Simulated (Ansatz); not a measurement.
Ansatz (a quantum-chemistry and plane-wave program) input (BHLYP/def2-TZVPD):

Ansatz 0.2 input:
```yaml
crystal:
  periodic: [false, false, false]
  atoms:
    - {symbol: B, position_ang: [-0.01579509, 0.40555182, -0.00301507]}
    - {symbol: Cl, position_ang: [-0.08349558, 2.14381667, -0.01593818]}
    - {symbol: Br, position_ang: [1.67383269, -0.48534880, -0.00895730]}
    - {symbol: Br, position_ang: [-1.63102126, -0.61386955, 0.01712943]}
basis:
  gaussian:
    orbitals: def2-TZVPD
hamiltonian:
  xc: {name: BHLYP}
output: {forces: true}
```

Output:

```
Functional definition: BHLYP
integrals: 0.17 GiB planned
1527 factors; their error is unknown
mean field: 1.56 GiB planned
mean field evaluation 1: about -153292.6424 eV, gradient 1.1e1 eV
mean field evaluation 2: about -153292.9015 eV, gradient 6.9e0 eV
mean field evaluation 4: about -153293.0015 eV, gradient 7.9e-1 eV
mean field evaluation 8: about -153294.3313 eV, gradient 9.8e-1 eV
mean field evaluation 16: about -153294.3318 eV, gradient 1.7e-5 eV
mean field -153294.33181150 eV, -5633.4627874427 hartree, gradient 1.7e-5 eV, S^2 0.000000; 0 other end points of the search recorded, 0 dependent functions left out
the calculation of the forces begins
reference -153294.33199552 eV, -5633.4627942052 hartree; 46, 46 occupied and 151, 151 virtual orbitals, 1527 factors
Total energy: -153294.33199552 eV, -5633.4627942052 hartree
Atom 0 at    -0.015795     0.405552    -0.003015 Å, force    -0.000710     0.018217    -0.000135 eV/Å
Atom 1 at    -0.083496     2.143817    -0.015938 Å, force     0.009915    -0.254563     0.001893 eV/Å
Atom 2 at     1.673833    -0.485349    -0.008957 Å, force    -0.199948     0.110576     0.000663 eV/Å
Atom 3 at    -1.631021    -0.613870     0.017129 Å, force     0.190743     0.125770    -0.002421 eV/Å
Dipole moment:    -0.000245     0.006289    -0.000047 e Å
```
